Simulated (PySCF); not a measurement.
# Spinor energies of Ta(48+) (tantalum, charge +48)

Start: [Ar] 3d7; 3d3/2 filled at m_j = -3/2, -1/2, +1/2, +3/2; 3d5/2 filled at m_j = +1/2, +3/2, +5/2. Calculated with PySCF 2.14 in an uncontracted even-tempered set (15 s from 12 bohr⁻², ratio 2.8; 13 p from 16 bohr⁻², ratio 2.8; 8 d from 16 bohr⁻², ratio 2.8; 3 f from 56 bohr⁻², ratio 3): generalised Hartree-Fock with the X2C-1e Hamiltonian and a Gaussian nucleus; one run each with spin-orbit coupling (SO) switched off, then screened by Boettger's factors.

```
spinor shell  electrons  ε, spin-free (eV)  ε, screened SO (eV)  weight of nominal j (screened SO)  rms radius, screened SO (bohr)
       1s1/2          2           -70539.6             -70517.5                              1.000                          0.0211
       2s1/2          2           -14476.9             -14468.7                              1.000                          0.0850
       2p1/2          2           -13032.1             -13949.8                              1.000                          0.0723
       2p3/2          4           -13032.1             -12653.7                              1.000                          0.0794
       3s1/2          2            -5216.0              -5213.5                              1.000                           0.212
       3p1/2          2            -4772.2              -4998.1                              1.000                           0.203
       3p3/2          4            -4772.2              -4677.2                              1.000                           0.217
       3d3/2          4            -4314.8              -4350.4                              0.991                           0.187
       3d5/2          3            -4314.8              -4285.8                              0.992                           0.191
```

```
   quantity     spin-free   screened SO
E (hartree)  -13749.53664  -13768.96858
        M_J           9/2           9/2
       ⟨J²⟩        24.750        24.750
       ⟨L²⟩        12.000        15.891
       ⟨S²⟩         3.750         2.564
```

Each row is a mean over spinors that exchange with the open shell spreads, by up to 41.327 eV (3p3/2).

Breit and QED terms are absent; they matter most for the inner s and p1/2 levels.

Densities and radii are taken from the X2C orbitals without a picture-change correction, which distorts them close to the nucleus.

Without spin-orbit coupling the j labels of p, d and f shells carry no meaning; the spin-free column gives the mean over the occupied spinors of each nl shell.
